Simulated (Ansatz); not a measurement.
`C=C[CH2][Ge]([CH3])([F])[O]C` and `C[O][Ge]([CH3])([F])[SH]` differ in one atom or group.

Ansatz, PBE0-D4/def2-TZVP geometries, multiplicity 1. Each molecule was computed in one conformer, which needn't be the lowest.

Scalar relativity is left out up to krypton.

| property | `C=C[CH2][Ge]([CH3])([F])[O]C` |
| --- | --- |
| HOMO energy (PBE/def2-TZVPP) / eV | -5.99 |
| size of the dipole moment (B3LYP/def2-TZVPP) / D | 2.08 |
| HOMO energy (PBE0/def2-TZVPP) / eV | -7.16 |
| HOMO–LUMO gap (PBE/def2-TZVPP) / eV | 4.97 |
| LUMO energy (PBE0/def2-TZVPP) / eV | -0.01 |
| LUMO energy (PBE/def2-TZVPP) / eV | -1.01 |

Problem. What does the change do to each property? (Estimate.)

Solution. The calculation gave: 
```
                                        property  `C[O][Ge]([CH3])([F])[SH]`  shift
               HOMO energy (PBE/def2-TZVPP) / eV                       -6.44  -0.45
size of the dipole moment (B3LYP/def2-TZVPP) / D                        0.93  -1.15
              HOMO energy (PBE0/def2-TZVPP) / eV                       -7.74  -0.58
             HOMO–LUMO gap (PBE/def2-TZVPP) / eV                        5.53   0.56
              LUMO energy (PBE0/def2-TZVPP) / eV                        0.11   0.12
               LUMO energy (PBE/def2-TZVPP) / eV                       -0.91   0.10
```

With PBE0 the HOMO falls by 0.58 eV and the LUMO rises by 0.12 eV, so the gap widens by about 0.70 eV. PBE moves the HOMO by -0.45 eV and ωB97M-V by -0.63 eV. Dipoles are sizes alone; their direction can turn.

B3LYP here is the variant with VWN-RPA as its local correlation; programs differ in this.
